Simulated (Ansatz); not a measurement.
Dissociation curve of SeNa (cation, charge +1), lowest singlet found (which spin is the ground state isn't settled by this scan).

Methods: RHF/aug-cc-pVDZ (Ansatz, a program for electronic structure); RMP2 = Ansatz with MP2 on RHF/aug-cc-pVDZ, cores with 3d frozen; RCCSD = CCSD on RHF/aug-cc-pVDZ, cores with 3d frozen in Ansatz; RCCSD(T) = CCSD(T) on RHF/aug-cc-pVDZ, cores with 3d frozen (Ansatz); RKS-PBE = restricted PBE/aug-cc-pVDZ run with Ansatz; RKS-BLYP = restricted BLYP/aug-cc-pVDZ run with Ansatz; FCI = full CI/aug-cc-pVDZ, cores with 3d frozen (Ansatz).

All curves are set to zero at 3.11 Å and compared with full CI in the same basis at 3.11, 3.22, 3.41, 3.62, 3.86, 4.14, 4.56, 5.10, 5.65, 6.24, 7.18, 8.22, 9.77 Å.

Question: Order the methods by the spread of their error (largest minus smallest) over these points.

Answer: RMP2 has the smallest spread and RKS-PBE the largest. In order (kJ/mol): RMP2 0.83, RHF 1.47, RCCSD 3.83, RCCSD(T) 4.74, RKS-BLYP 6.17, RKS-PBE 7.56.

Errors against full CI at some of the points (kJ/mol):

| method | 3.86 Å | 4.56 Å | 6.24 Å | 8.22 Å | 9.77 Å |
|---|---|---|---|---|---|
| RMP2 | -0.1 | -0.4 | -0.7 | -0.8 | -0.8 |
| RHF | 0.2 | -0.4 | -1.0 | -1.1 | -1.1 |
| RCCSD | -0.8 | -1.8 | -3.2 | -3.7 | -3.8 |
| RCCSD(T) | -0.9 | -2.1 | -3.8 | -4.5 | -4.7 |
| RKS-BLYP | 2.7 | 4.1 | 6.1 | 6.2 | 6.2 |
| RKS-PBE | 3.7 | 5.6 | 7.5 | 7.6 | 7.5 |

The restricted form behind RHF, RMP2, RKS-PBE, RKS-BLYP keeps the bonding electrons paired and can't separate into open-shell fragments. Also computed but left out beside FCI, since their determinant holds another spin at the minimum (<S²> over 0.7 above the pure value): UHF, UMP2, UCCSD, UCCSD(T), UKS-PBE, UKS-BLYP, UKS-B3LYP/6-31G*, UKS-M06-2X/6-31G*, UKS-B3LYP/LANL2DZ, UKS-B3LYP/3-21G.
